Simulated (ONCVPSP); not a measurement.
**What one change does to a pseudopotential (germanium (Ge), ONCV)**

Ge (Z = 32), optimised norm-conserving Vanderbilt (ONCV), made with ONCVPSP 4.0.1 (PBE, scalar-relativistic). Core [Ne], reference 3s2 3p6 3d10 4s2 4p2. Waves: 3s+4s: rc 0.95 bohr, ncon 4, nbas 9, qcut 12.9 1/bohr, 2 projectors; 3p+4p: rc 1.05 bohr, ncon 5, nbas 8, qcut 14.7 1/bohr, 3 projectors, debl 1.3 Ha; 3d: rc 0.95 bohr, ncon 3, nbas 8, qcut 19.2 1/bohr, local. Local part: the d channel. Core correction: Teter function, fcfact 4.25, rcfact 1.

Change: all radii but the core radius scaled by about 0.80 (s 0.76, p 0.84, d 0.76 bohr).

Cutoffs: the cutoffs (Ha) at which the residual kinetic energy of the hardest occupied pseudo-wave falls to 1 and 0.1 mHa per electron; they do not see the model core or the augmentation charge, which bear on the density cutoff. Errors are all-electron minus pseudo energies relative to the spin-unpolarised reference configuration.

Question: Predict the effect on cutoff, ghosts and configuration errors.

Answer: The potential gets harder (129 Ha and 145 Ha → 149 Ha and 247 Ha); both files keep a bound ghost (s); of the 4 tests that both files solve, the error grows in 0 and shrinks in 2 by more than 15 % and 0.3 meV (median size 1.0 → 0.8 meV). A smaller radius makes the pseudo-wave follow the all-electron one further in, where it bends more sharply, so more plane waves are needed.

| quantity | base | changed |
| --- | --- | --- |
| cutoff, loose | 129 Ha | 149 Ha |
| cutoff, tight | 145 Ha | 247 Ha |
| loose cutoff by channel | s 62 Ha, p 60 Ha, d 129 Ha | s 77 Ha, p 73 Ha, d 149 Ha |
| bound ghosts | s | s |
| GHOST(+) flags under 300 eV | none | none |
| error for 3s2 3p6 3d10 4s2 4p1, meV [ΔE 7.44 eV] | -0.4 | -0.3 |
| error for 3s2 3p6 3d10 4s2 4p0, meV [ΔE 22.88 eV] | -1.6 | -1.2 |
| error for 3s2 3p6 3d10 4s1 4p0, meV [ΔE 57.68 eV] | -4.2 | -2.9 |
| error for 3s2 3p6 3d10 4s2 4p1.5, meV [ΔE 2.80 eV] | -0.1 | -0.1 |
| rms error of d²Exc/dni dnj with the model core, mHa | 1.57 | 1.61 |

 A true bound ghost makes a file unfit for plane-wave use even where its test errors are small: the radial tests pick states by their node count and pass the ghost by.
